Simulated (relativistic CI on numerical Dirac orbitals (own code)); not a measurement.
# Hyperfine structure of Ba, mass number 135

Calculated at this level of theory: Dirac-Coulomb-Breit CI, separate exchange-only KLI orbitals for each configuration, QED by a radiative potential, valence Slater integrals scaled by 0.85, P86 correlation energy added to each configuration (own radial code, finite nucleus).

Configurations in the expansion (outside the closed core [Xe]): 6s², 6s5d, 6s6p, 5d6p, 6s7p, 5d², 6p², 6s6d, 6s7s, 5d6d, 6s8s, 6s4f, 6s7d, 6s8p, 6d², 5d7s. Levels of other configurations are missing.

Nuclear spin I = 3/2, μ = 0.8381 μN, Q = 0.153 b (tables of Stone and Pyykkö). The electronic factors are computed for point nuclear moments, without core polarisation; leaving it out makes A of s and p electrons in near-neutral atoms 20 to 40 % too small, and it can dominate for d and f shells.

```json
{"Level": "6s5d ³D1", "E (cm⁻¹)": "9357.8", "A (MHz)": "-434.3", "B (MHz)": "9.28"}
{"Level": "6s5d ³D2", "E (cm⁻¹)": "9462.6", "A (MHz)": "316.5", "B (MHz)": "13"}
{"Level": "6s5d ³D3", "E (cm⁻¹)": "9652.7", "A (MHz)": "413.2", "B (MHz)": "23.3"}
{"Level": "6s6p ³P°1", "E (cm⁻¹)": "11027.7", "A (MHz)": "898.7", "B (MHz)": "-18.5"}
{"Level": "6s5d ¹D2", "E (cm⁻¹)": "11644.1", "A (MHz)": "-3.265", "B (MHz)": "22.8"}
{"Level": "6s6p ³P°2", "E (cm⁻¹)": "11777.4", "A (MHz)": "686.5", "B (MHz)": "31.8"}
{"Level": "6s6p ¹P°1", "E (cm⁻¹)": "16952.1", "A (MHz)": "-24.81", "B (MHz)": "21.6"}
{"Level": "5d² ³F2", "E (cm⁻¹)": "21244.2", "A (MHz)": "81.23", "B (MHz)": "6.79"}
```

Levels with J = 0, under 50 % of one LS term, or S terms without an open s electron are left out. Small factors come from cancelling terms and can be off by tens of per cent or more.

Correlation outside the listed configurations is missing or only estimated: errors of thousands of cm⁻¹ between configurations and terms are usual at this charge. Rates and lifetimes follow the computed energies and can be off by large factors. The fine structure of a lone outer electron comes out too small, for d and f at times inverted, and misplaced configurations move strength between like terms. 16 of the 17 excited levels that our extract of the measured tables holds in this range could be paired (the sources list more); they are missed by 952 cm⁻¹ on average and 2928 at most, and levels without a partner can miss by more.

(1) Give the hyperfine levels of 6s5d ³D1 relative to its centre of gravity.

Results:

(1) With K = F(F + 1) − I(I + 1) − J(J + 1), E = AK/2 + B[¾K(K + 1) − I(I + 1)J(J + 1)]/[2I(2I − 1)J(2J − 1)]: F = 1/2: 1097, F = 3/2: 425, F = 5/2: -649.1 MHz.

LS names give the leading component of a level, which can be under half, so a name can repeat, a term be missing and a line seem to break the LS rules.
